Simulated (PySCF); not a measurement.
ClHSeZn, SMILES [Cl][Zn][SeH]. Heavy atoms are numbered as in [Zn:1]([Cl:2])[SeH:3]. Hydrogens are named by the atom that carries them.

Coordinates come from a PBE0-D3(BJ)/def2-SVP optimisation. The values are those of a single conformer.

These are PBE0/pcSseg-1 (PySCF) values and carry that method's errors.

GIAO shieldings, no solvent; atoms alike by connectivity are averaged. δ = σ(ref) − σ: ³⁵Cl against HCl (σ = 945.9 ppm); ⁷⁷Se against Me2Se (σ = 1740.1 ppm); ¹H against TMS (σ = 31.56 ppm), references at their B3LYP-D3(BJ)/def2-TZVP geometries, non-relativistic (without spin–orbit terms, shifts of atoms bonded to Cl or Br come out too high).

Problem. Estimate the chemical shifts. (The exact figures need the calculation; the answer reports its results.)

Solution. 
```tsv
nucleus	atoms	count	δ (ppm)
³⁵Cl	Cl2	1	-49.7
⁷⁷Se	Se3 (SeH)	1	-618.7
¹H	H on Se3	1	0.13
```
